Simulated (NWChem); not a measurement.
System: C₃H₁₀N cation; SMILES CC([NH3+])C

Output (shortened):

```
             Northwest Computational Chemistry Package (NWChem) 7.3.0
             --------------------------------------------------------

                             Geometry "geometry" -> ""
                             -------------------------

 Output coordinates in angstroms (scale by  1.889725989 to convert to a.u.)

  No.       Tag          Charge          X              Y              Z
 ---- ---------------- ---------- -------------- -------------- --------------
    1 C                    6.0000    -0.70488200    -1.30550000    -0.10822800
    2 C                    6.0000    -0.08781100    -0.00269200     0.38562700
    3 C                    6.0000    -0.78342700     1.25998300    -0.10807000
    4 N                    7.0000     1.38520500     0.04253600    -0.08667300
    5 H                    1.0000    -0.76006500    -1.33802000    -1.20265600
    6 H                    1.0000    -0.15909000    -2.18547100     0.25003300
    7 H                    1.0000    -1.72674100    -1.37784500     0.27489800
    8 H                    1.0000    -0.01102200    -0.00045700     1.47716500
    9 H                    1.0000    -0.29261800     2.17172900     0.25031700
   10 H                    1.0000    -1.80781100     1.26968200     0.27506200
   11 H                    1.0000    -0.84046800     1.28916400    -1.20250600
   12 H                    1.0000     1.43708000     0.04481600    -1.11373400
   13 H                    1.0000     1.91454200    -0.77277300     0.24688100
   14 H                    1.0000     1.86378700     0.88818600     0.24798000

 Effective nuclear repulsion energy (a.u.)     142.9306154495

  xc_inp: hfexch multiplicative factor not found.

                                 NWChem DFT Module
                                 -----------------

 Summary of "ao basis" -> "ao basis" (spherical)
 ------------------------------------------------------------------------------
       Tag                 Description            Shells   Functions and Types
 ---------------- ------------------------------  ------  ---------------------
 C                           6-31g*                  6       14   3s2p1d
 N                           6-31g*                  6       14   3s2p1d
 H                           6-31g*                  2        2   2s

            General Information
            -------------------
          SCF calculation type: DFT
          Wavefunction type:  closed shell.
          No. of atoms     :    14
          No. of electrons :    34
           Alpha electrons :    17
            Beta electrons :    17
          Charge           :     1
          Spin multiplicity:     1
          Use of symmetry is: off; symmetry adaption is: off
          Maximum number of iterations: 150
          AO basis - number of functions:    76
                     number of shells:    44
          Convergence on energy requested:  1.00D-06
          Convergence on density requested:  1.00D-05
          Convergence on gradient requested:  5.00D-04

              XC Information
              --------------
                     Hartree-Fock (Exact) Exchange  1.000

      Superposition of Atomic Density Guess
      -------------------------------------

 Sum of atomic energies:        -172.25682608

 Renormalizing density from      35.00 to     34

      Non-variational initial energy
      ------------------------------

 Total energy =    -171.481173
 1-e energy   =    -498.317543
 2-e energy   =     183.905754
 HOMO         =      -0.683685
 LUMO         =      -0.155784

     ---------------------------------------------
      Total Density - Mulliken Population Analysis
     ---------------------------------------------

[...]

                     NWChem Electrostatic Potential Fit Module
                     -----------------------------------------

 Atom parameters

 Number of atoms is                                   14
 Number of basis functions is                         76

 Grid parameters

 Maximum number of grid points is                  45450
 Number of grid points is                          45449
 Grid range                                     0.300000 nm
 Grid spacing                                   0.020000 nm
 Probe radius                                   0.070000 nm
 Atom radius factor                             1.000000

 Atomic radii

    1    0.100000
    6    0.147000
    7    0.140000
 FASTESP  F
  using M.O. file = ./job.movecs

    Atom              Coordinates                           Charge

                                                  ESP

    1 C    -0.070488   -0.130550   -0.010823   -0.343776
    2 C    -0.008781   -0.000269    0.038563    0.535521
    3 C    -0.078343    0.125998   -0.010807   -0.341468
    4 N     0.138521    0.004254   -0.008667   -0.464008
    5 H    -0.076007   -0.133802   -0.120266    0.103542
    6 H    -0.015909   -0.218547    0.025003    0.098551
    7 H    -0.172674   -0.137785    0.027490    0.125049
    8 H    -0.001102   -0.000046    0.147717   -0.018076
    9 H    -0.029262    0.217173    0.025032    0.097268
   10 H    -0.180781    0.126968    0.027506    0.124653
   11 H    -0.084047    0.128916   -0.120251    0.103435
   12 H     0.143708    0.004482   -0.111373    0.323263
   13 H     0.191454   -0.077277    0.024688    0.328038
   14 H     0.186379    0.088819    0.024798    0.328006
                                            ------------
                                                1.000000

 Dipole moment                                  1.006757

 Quadrupole moment Qxx                          9.010287
                   Qyy                         -3.159107
                   Qzz                         -5.851179

 RMS deviation kJ/mol                           0.038421

 RRMS %                                         2.071327
```

Level: Hartree-Fock/6-31G* (spherical d). The geometry was optimised at B3LYP/6-31G* (spherical d).

**Question.** Write an input that gives this output.

**Answer.** Several could match; the one computed here: the input that was run:
```
start job
memory heap 200 mb stack 900 mb global 1100 mb
charge 1
geometry units angstroms noautosym nocenter noautoz
  C     -0.704882    -1.305500    -0.108228
  C     -0.087811    -0.002692     0.385627
  C     -0.783427     1.259983    -0.108070
  N      1.385205     0.042536    -0.086673
  H     -0.760065    -1.338020    -1.202656
  H     -0.159090    -2.185471     0.250033
  H     -1.726741    -1.377845     0.274898
  H     -0.011022    -0.000457     1.477165
  H     -0.292618     2.171729     0.250317
  H     -1.807811     1.269682     0.275062
  H     -0.840468     1.289164    -1.202506
  H      1.437080     0.044816    -1.113734
  H      1.914542    -0.772773     0.246881
  H      1.863787     0.888186     0.247980
end
basis spherical
  * library 6-31g*
end
dft
  xc hfexch
  iterations 150
  mulliken
end
task dft energy
esp
  recalculate
  probe 0.07
  range 0.3
  factor 1.0
  spacing 0.02
end
task esp
```
